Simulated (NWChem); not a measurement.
System: SnHF, singlet; SMILES [F][SnH]

```xyz
3

Sn     0.0194     0.3047     0.0000
H     -1.7631     0.5104     0.0000
F     -0.0686    -1.6535     0.0000
```
Atoms are numbered in this order, from 1.

Level: PBE0/def2-SVP with def2 effective core potentials on Sn (NWChem), optimised geometry, unscaled harmonic frequencies. Low-valent species are run as closed-shell singlets; no triplet was tried in these runs. def2 effective core potentials on Sn; no spin-orbit coupling.

```tsv
frequency (cm⁻¹)	IR intensity (km/mol)
608	59.3
629	54.1
1701	534.3
```

The zero-point energy is 4.2 kcal/mol and the thermal correction to the enthalpy at 298.15 K (with zero-point energy) comes out as 6.8 kcal/mol. The heat capacity Cv comes out as 8.0 cal/(mol K). The entropy at 298.15 K and 1 atm (symmetry number 1) is 62.5 cal/(mol K).

Rigid rotor and harmonic oscillator.
